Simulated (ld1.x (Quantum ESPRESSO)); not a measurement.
# An all-electron radial function and its pseudo partner (vanadium)

Columns: radius, all-electron u(r) and pseudo u(r) of the 4p shell (level -3.96 eV) of vanadium in the configuration [Ar] 3d3 4s1.5 4p0; BLYP, scalar-relativistic, ultrasoft scheme, ld1.x (Quantum ESPRESSO) 7.5.

```tsv
r (bohr)	all-electron	pseudo
0.202	0.1148	0.0066
0.405	-0.0640	0.0261
0.607	-0.1952	0.0572
0.810	-0.2070	0.0983
1.012	-0.1412	0.1467
1.215	-0.0415	0.2002
1.418	0.0655	0.2557
1.620	0.1660	0.3101
1.822	0.2547	0.3614
2.025	0.3301	0.4077
2.228	0.3915	0.4472
2.430	0.4395	0.4789
2.632	0.4756	0.5029
2.835	0.5013	0.5192
3.037	0.5175	0.5286
3.240	0.5259	0.5319
3.442	0.5274	0.5301
3.645	0.5234	0.5242
3.847	0.5147	0.5148
4.050	0.5024	0.5024
4.252	0.4872	0.4872
4.455	0.4696	0.4696
4.658	0.4505	0.4505
4.860	0.4302	0.4302
5.062	0.4092	0.4092
5.265	0.3877	0.3877
```

Task: How many radial nodes do the two functions have?

Result: The all-electron 4p function has n − l − 1 = 2; the pseudo-wave has 0, since the states of the same l below it are removed with the core.

Task: At about which radius was the pseudo-wave matched?

Result: 4.05 bohr, where the columns begin to agree (steps of 0.20 bohr).

Task: Is the pseudo-wave norm-conserving?

Result: No, it belongs to an ultrasoft set: the norm inside the radius is not constrained, and the difference is carried by the augmentation charge.
